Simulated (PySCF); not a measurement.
**PBEsol on Ti⁺ (titanium, charge +1)**

Configuration: [Ar] 3d2 4s1, high-spin 4F determinant. Calculation: PySCF 2.14, in aug-cc-pwCVTZ-DK (10s9p7d4f3g, 127 functions); the spin-free X2C one-electron Hamiltonian (Gaussian nucleus).

```json
{"Total energy": "-852.268 hartree", "One-electron energy": "-1162.710 hartree", "Hartree (Coulomb) energy": "351.404 hartree", "Exchange-correlation energy": "-40.961 hartree", "⟨S²⟩": "3.7503", "⟨L²⟩": "12.006", "Sum of ⟨r⟩": "17.21 bohr", "Sum of ⟨r²⟩": "28.63 bohr²", "Langevin diamagnetic susceptibility": "-22.7 ×10⁻⁶ cm³/mol"}
```

```json
{"shell": "1s α", "electrons": "1", "mean orbital energy (eV)": "-4866.6", "rms radius, mean of both spins (bohr)": "0.0805"}
{"shell": "1s β", "electrons": "1", "mean orbital energy (eV)": "-4866.5", "rms radius, mean of both spins (bohr)": "0.0805"}
{"shell": "2s α", "electrons": "1", "mean orbital energy (eV)": "-543.20", "rms radius, mean of both spins (bohr)": "0.354"}
{"shell": "2s β", "electrons": "1", "mean orbital energy (eV)": "-542.61", "rms radius, mean of both spins (bohr)": "0.354"}
{"shell": "2p α", "electrons": "3", "mean orbital energy (eV)": "-450.93", "rms radius, mean of both spins (bohr)": "0.322"}
{"shell": "2p β", "electrons": "3", "mean orbital energy (eV)": "-450.46", "rms radius, mean of both spins (bohr)": "0.322"}
{"shell": "3s α", "electrons": "1", "mean orbital energy (eV)": "-70.293", "rms radius, mean of both spins (bohr)": "1.08"}
{"shell": "3s β", "electrons": "1", "mean orbital energy (eV)": "-68.518", "rms radius, mean of both spins (bohr)": "1.08"}
{"shell": "3p α", "electrons": "3", "mean orbital energy (eV)": "-46.644", "rms radius, mean of both spins (bohr)": "1.18"}
{"shell": "3p β", "electrons": "3", "mean orbital energy (eV)": "-44.847", "rms radius, mean of both spins (bohr)": "1.18"}
{"shell": "3d α", "electrons": "2", "mean orbital energy (eV)": "-12.423", "rms radius, mean of both spins (bohr)": "1.72"}
{"shell": "4s α", "electrons": "1", "mean orbital energy (eV)": "-10.913", "rms radius, mean of both spins (bohr)": "3.33"}
```

Densities and radii are taken from the X2C orbitals without a picture-change correction, which distorts them close to the nucleus.
